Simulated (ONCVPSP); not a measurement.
# Ranking ONCV potentials for H

All share these settings but for the change named:

* Element: hydrogen (H)
* Generator: ONCVPSP 4.0.1
* Type: optimised norm-conserving Vanderbilt (ONCV)
* Functional: PBE
* Relativity: scalar-relativistic
* Frozen core: none
* Valence charge: 1
* Reference configuration: 1s0.5 (charge +0.5)
* Partial waves: 1s: rc 1.20 bohr, ncon 4, nbas 8, qcut 5.2 1/bohr, 2 projectors, debl 3.6 Ha; p scattering state at 0.13 Ha: rc 1.25 bohr, ncon 4, nbas 8, qcut 7.5 1/bohr, 2 projectors, debl 2 Ha
* Local potential: polynomial inside 0.95 bohr (lpopt 5, dvloc0 0 Ha)
* Core correction: none

Cutoff: the first of the cutoffs (Ha) at which the residual kinetic energy of the hardest occupied pseudo-wave falls to 1 and 0.1 mHa per electron; the density cutoff is not measured.

The base gives 14 Ha.

Of 10 variants that were run, those that failed, showed a ghost or another fault, or gave nearly equal values are left out.

A variant can come out equal or close to the base.

(1) Rank these variants from softest to hardest (loose cutoff).
A. s: rc 0.94; local potential polynomial inside 0.94 bohr (lpopt 5, dvloc0 0 Ha)
B. s: rc 1.74
C. s: rc 0.8; local potential polynomial inside 0.80 bohr (lpopt 5, dvloc0 0 Ha)
D. s: rc 1.14
E. s: rc 1.36

## Answers

(1) B (9 Ha), E (12 Ha), D (15 Ha), A (21 Ha), C (40 Ha).
